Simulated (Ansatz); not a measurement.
`[OH][Hf]([OH])([OH])[Br]` and `[OH][Hf]([OH])([OH])[F]` differ in one element.

Ansatz, PBE0-D4/def2-TZVP geometries, multiplicity 1. Each molecule was computed in one conformer, which needn't be the lowest.

Elements past krypton have def2 core potentials. Scalar relativity is left out up to krypton.

| property | `[OH][Hf]([OH])([OH])[Br]` |
| --- | --- |
| size of the dipole moment (B3LYP/def2-TZVPP) / D | 3.83 |
| HOMO–LUMO gap (PBE0/def2-TZVPP) / eV | 7.84 |
| HOMO–LUMO gap (ωB97M-V/def2-TZVPP) / eV | 11.22 |
| HOMO energy (B3LYP/def2-TZVPP) / eV | -7.74 |
| LUMO energy (PBE0/def2-TZVPP) / eV | -0.18 |
| ideal-gas entropy at 298 K and 1 bar (rigid rotor, harmonic PBE0-D4/def2-TZVP) / J/(mol·K) | 411 |

Q: What does the change do to each property? (Estimate.)

A: The calculation gave: 
```
                                                                                  property  `[OH][Hf]([OH])([OH])[F]`  shift
                                          size of the dipole moment (B3LYP/def2-TZVPP) / D                       3.06  -0.77
                                                      HOMO–LUMO gap (PBE0/def2-TZVPP) / eV                       8.84   1.00
                                                   HOMO–LUMO gap (ωB97M-V/def2-TZVPP) / eV                      12.41   1.19
                                                       HOMO energy (B3LYP/def2-TZVPP) / eV                      -8.72  -0.98
                                                        LUMO energy (PBE0/def2-TZVPP) / eV                      -0.16   0.02
ideal-gas entropy at 298 K and 1 bar (rigid rotor, harmonic PBE0-D4/def2-TZVP) / J/(mol·K)                        393    -18
```

Dipoles are sizes alone; their direction can turn.

B3LYP here is the variant with VWN-RPA as its local correlation; programs differ in this.

Spin–orbit coupling is left out; it splits and shifts lone-pair levels of the heavy atoms by tenths of an eV.
